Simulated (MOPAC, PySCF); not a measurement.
C7H13BS, SMILES `S[C@H]1[C@H](B)[C@@H]2CC[C@H]1C2`, neutral singlet in the gas phase. 

Z-matrix (Å, degrees):
```
C
H 1 1.1190
C 1 1.5411 2 108.02
H 3 1.0991 1 113.21 2 -47.35
C 3 1.5333 4 116.72 1 -117.69
H 5 1.1013 3 113.58 4 -63.62
H 5 1.1017 6 108.42 3 -127.10
C 5 1.5334 6 112.91 7 -126.96
H 8 1.0982 5 117.05 6 62.87
C 3 1.5363 4 114.04 1 124.39
H 10 1.1008 3 110.72 4 43.56
H 10 1.1012 11 106.85 3 122.22
C 8 1.5388 9 114.37 5 118.37
H 13 1.1006 8 110.35 9 -42.37
H 13 1.1009 14 106.88 8 -121.84
C 8 1.5405 9 112.88 13 123.26
H 16 1.1011 8 110.34 9 -79.20
B 1 1.5501 2 96.08 3 -124.72
H 18 1.2105 1 120.81 2 -88.67
H 18 1.2117 19 118.84 1 -174.85
S 16 1.8218 17 102.10 8 -122.75
H 21 1.3514 16 96.74 17 179.68
```
Charge 0, multiplicity 1.

All levels are single points at this geometry (PBE0-D3(BJ)/def2-SVP); Pople sets use spherical d functions. Orbital energies aren't observables, and empty levels follow the basis.

```json
[
 {"level": "PBE-D3(BJ)/def2-TZVP in PySCF", "HOMO (eV)": "-5.47", "LUMO (eV)": "-2.39", "gap (eV)": "3.08", "dipole (D)": "2.02", "vertical IE, Delta-SCF (eV)": "8.44"},
 {"level": "PBE0-D3(BJ)/def2-TZVP in PySCF", "HOMO (eV)": "-6.68", "LUMO (eV)": "-1.37", "gap (eV)": "5.31", "dipole (D)": "2.03", "vertical IE, Delta-SCF (eV)": "8.67"},
 {"level": "ωB97X-D3(BJ)/def2-TZVP in PySCF", "HOMO (eV)": "-9.12", "LUMO (eV)": "0.78", "gap (eV)": "9.90", "dipole (D)": "2.01", "vertical IE, Delta-SCF (eV)": "8.94"},
 {"level": "B3LYP/3-21G in PySCF", "HOMO (eV)": "-6.33", "LUMO (eV)": "-1.30", "gap (eV)": "5.02", "dipole (D)": "2.40", "vertical IE, Delta-SCF (eV)": "–"},
 {"level": "B3LYP/6-311+G** in PySCF", "HOMO (eV)": "-6.48", "LUMO (eV)": "-1.64", "gap (eV)": "4.84", "dipole (D)": "2.10", "vertical IE, Delta-SCF (eV)": "–"},
 {"level": "BP86/6-31G* in PySCF", "HOMO (eV)": "-5.40", "LUMO (eV)": "-2.13", "gap (eV)": "3.27", "dipole (D)": "2.21", "vertical IE, Delta-SCF (eV)": "–"},
 {"level": "M06-2X/6-31G* in PySCF", "HOMO (eV)": "-7.74", "LUMO (eV)": "-0.10", "gap (eV)": "7.64", "dipole (D)": "2.13", "vertical IE, Delta-SCF (eV)": "–"},
 {"level": "PBE/6-31G* in PySCF", "HOMO (eV)": "-5.30", "LUMO (eV)": "-2.05", "gap (eV)": "3.25", "dipole (D)": "2.21", "vertical IE, Delta-SCF (eV)": "8.34"},
 {"level": "HF/6-31G* in PySCF", "HOMO (eV)": "-9.44", "LUMO (eV)": "2.89", "gap (eV)": "12.32", "dipole (D)": "2.17", "vertical IE, Delta-SCF (eV)": "7.88"},
 {"level": "AM1 in MOPAC", "HOMO (eV)": "-8.95", "LUMO (eV)": "0.90", "gap (eV)": "9.86", "dipole (D)": "2.16", "vertical IE, Delta-SCF (eV)": "–"},
 {"level": "PM3 in MOPAC", "HOMO (eV)": "-9.32", "LUMO (eV)": "0.39", "gap (eV)": "9.71", "dipole (D)": "2.30", "vertical IE, Delta-SCF (eV)": "–"},
 {"level": "PM6 in MOPAC", "HOMO (eV)": "-8.96", "LUMO (eV)": "-0.05", "gap (eV)": "8.91", "dipole (D)": "2.10", "vertical IE, Delta-SCF (eV)": "–"},
 {"level": "PM7 in MOPAC", "HOMO (eV)": "-8.85", "LUMO (eV)": "-0.45", "gap (eV)": "8.40", "dipole (D)": "2.25", "vertical IE, Delta-SCF (eV)": "–"}
]
```
